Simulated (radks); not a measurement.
Q: Successive ionisation energies (eV) of one element, from differences of total energies of ions in their ground configurations, starting at charge 65: 7616.3, 17120.6, 17480.2, 17841.5, 18204.2, 18567.4, 18929.7. All-electron calculation, Dirac Kohn-Sham, LDA (Slater exchange, Perdew-Wang correlation), spin-unpolarised, spherical densities, finite nucleus; open shells are shared between the two j in proportion to 2j + 1; Fermi nuclear charge, rms radius 5.4126 fm. Program: a radial shooting solver on a logarithmic mesh with Libxc functionals. Which element is it?

A: Osmium (Z = 76). The first species listed is Os65+ in [Ne] 3s1, the last Os71+ in [He] 2s2 2p1.
